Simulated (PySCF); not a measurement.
BBrH₃N, SMILES NBBr. The structure is a stationary point at B3LYP-D3(BJ)/def2-TZVP. The values are those of a single conformer.

TDDFT-PBE0/def2-SVPD (PySCF 2.14.0) puts the lowest singlet excitations at 6.33, 6.90, 7.25, 7.38, 7.77, 7.79 eV.

Question: What are the lowest excitation roots from ADC(2)/aug-cc-pVDZ run with PySCF? (An estimate is asked for; the answer gives what the named calculation found.)

Answer: 6.85, 6.98, 7.05, 7.45, 7.73, 7.98 eV. S1 differs by 0.53 eV (second minus first; roots are paired by order, and the bases may differ).
